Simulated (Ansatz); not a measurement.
```xyz
14

C     1.1289   -0.8660   -1.3068
O     1.1883   -1.1643    0.0528
C    -0.1047   -1.3734    0.6048
Al   -1.1726    0.2869    0.8408
C    -0.3976    2.0474    0.5138
H     2.1455   -0.6837   -1.6577
H     0.5246    0.0365   -1.5029
H     0.6945   -1.6944   -1.8863
H     0.0554   -1.8090    1.6007
H    -0.6415   -2.1546    0.0401
H    -2.6669    0.1363    1.3790
H    -0.6169    2.7407    1.3317
H     0.6862    2.0026    0.3820
H    -0.8232    2.4950   -0.3919
```

Charge 0, multiplicity 1.

(1) List the r2SCAN/def2-TZVPP orbital energies in eV (Ansatz 0.2.0). (An estimate is asked.)

Answers

(1) The calculation gave: Occupied: -1516.47, -515.83, -274.15, -273.61, -272.24, -110.02, -70.40, -70.12, -70.10, -27.16, -18.50, -17.56, -16.12, -12.13, -11.92, -11.57, -9.91, -9.88, -9.64, -9.26, -8.39, -7.48, -7.03, -5.39. Lowest empty: -1.42, 0.20, 0.92, 1.59, 2.14, 2.44, 2.67, 2.99.
